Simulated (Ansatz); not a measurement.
Mulliken charges of `[CH2][GeH3]` radical from ωB97M-V/def2-TZVPP in Ansatz (PBE0-D4/def2-TZVP geometry).

| atom | x (Å) | y (Å) | z (Å) | charge (e) |
| --- | --- | --- | --- | --- |
| C1 | -0.236 | -1.140 | 0.109 | -0.390 |
| Ge2 | 0.175 | 0.725 | -0.093 | 0.101 |
| H3 | -1.174 | -1.561 | -0.234 | 0.140 |
| H4 | 0.440 | -1.826 | 0.607 | 0.142 |
| H5 | -0.432 | 1.261 | -1.401 | 0.003 |
| H6 | -0.410 | 1.545 | 1.076 | 0.001 |
| H7 | 1.698 | 0.929 | -0.109 | 0.003 |

By hand: the dipole of these point charges (1 e Å = 4.8032 D).

Σ q r = (0.011, 0.048, -0.002) e Å, of length 0.049 e Å = 0.24 D.

How does the dipole of the full density compare? (Best estimate.)

Computed: (-0.024, -0.100, 0.015) e Å, 0.50 D; the point charges give 0.48 times that, at 174° from its direction, so they point the opposite way.

Point charges leave out the atoms' own dipoles, such as those of lone pairs, and Mulliken's split depends on the basis, so the two needn't agree.
